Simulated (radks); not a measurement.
Fractional charge and spin in the 5s shell of cadmium: the spin-up occupation runs from 0 to 1 and the spin-down occupation from 0 to 1; the fullest corner is Cd, [Kr] 4d10 5s(up 1, down 1). Calculated with a radial shooting solver on a logarithmic mesh with Libxc functionals: scalar-relativistic Kohn-Sham, PBE, spin-polarised, spherical densities, point nucleus. Energy (eV) minus the two flat planes that join the four corners (they meet along the diagonal where the two added fractions sum to one electron); zero is where a piecewise linear energy would lie.

down \ up       0    0.25     0.5    0.75       1
0           0.000  -0.740  -0.982  -0.732   0.000
0.25       -0.740  -0.920  -0.614   0.171  -0.654
0.5        -0.982  -0.614   0.227  -0.545  -0.864
0.75       -0.732   0.171  -0.545  -0.812  -0.642
1           0.000  -0.654  -0.864  -0.642   0.000

Corners above the fullest one (they belong to Cd+ and the next ion): (up 1, down 0) 9.046 eV, (up 0, down 1) 9.046 eV, (up 0, down 0) 26.399 eV. With half an added electron in each spin the energy lies 0.227 eV from the planes (fractional-spin error, the static-correlation error of a stretched bond), and with half an added electron in spin up alone -0.982 eV (fractional-charge error). For a frontier s shell over closed shells the exact functional lies on the planes.
